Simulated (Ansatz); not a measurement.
# One arrangement of a pair

The pair of Cl$_{2}$ (SMILES ClCl, atoms 1–2) and H$_{2}$Te (SMILES [TeH2], atoms 3–5), both closed shells, in one local arrangement (a lower one may exist), relaxed at PBE0-D4/def2-TZVP:

```
atom    x (Å)    y (Å)    z (Å)
 Cl1  -0.2842  -0.0473  -3.5017
 Cl2   0.1366   0.1041  -1.4879
 Te3   0.7236   0.3119   1.4611
  H4   0.2226  -1.2418   1.7372
  H5  -0.7986   0.8731   1.7914
```

Program: Ansatz 0.2.0. Basis: def2-TZVPPD, with def2-QZVPPD for the basis limit. Cores are frozen in the correlated methods. Filled d shells of the heavier atoms are correlated. Core potentials replace the inner electrons of the atoms past krypton. The def2 sets are not built for correlating such inner shells, so the correlated values are less sure here. Extrapolation: Hartree–Fock as exp(−7.88 √X), correlation as X^−2.97. Interaction energies count from these two fragments, frozen as in the pair, with the counterpoise correction; negative means bound.

(1) What is the interaction energy by CCSD(T) at an estimated basis limit (MP2 extrapolated from triple and quadruple zeta, plus CCSD(T) − MP2 in triple zeta)? (To be estimated.)

(2) Which atoms make the shortest contact between the fragments?

T1 diagnostic: at most 0.012.

## Answers

(1) The calculation gives: -3.08 kcal/mol. Hartree–Fock alone gives 5.06 kcal/mol at the basis limit, so without correlation the pair would not bind at this distance. Plain CCSD(T) in triple zeta gives -1.04 kcal/mol; the step to the limit is large here, so the limit is uncertain. It counts from the two fragments frozen as in the pair.

(2) Cl2 and Te3, 3.01 Å apart.

Energy to bend the free fragments (PBE0-D4 minima) into their shapes in the pair, CCSD(T)/def2-TZVPPD: Cl$_{2}$ 0.50 kcal/mol; H$_{2}$Te 0.00 kcal/mol. This must be added to the interaction energy to get the binding energy from relaxed fragments.

Basis-set superposition shift (counterpoise-corrected less uncorrected): CCSD(T) 1.44; MP2 1.43; HF 0.21; PBE0-D4 0.20; wB97M-V 0.17 kcal/mol.

For scale, one of the runs: CCSD(T)/def2-TZVPPD, 195 basis functions, launched by `ansatz run in.yaml --threads 4 --pin off --events-out ev --progress --plain --max-ram 9574MiB`. Hardware: 4 CPU threads of an Intel Xeon 6975P-C, shared host. Wall time 17 s; peak host memory 2.5 GiB.
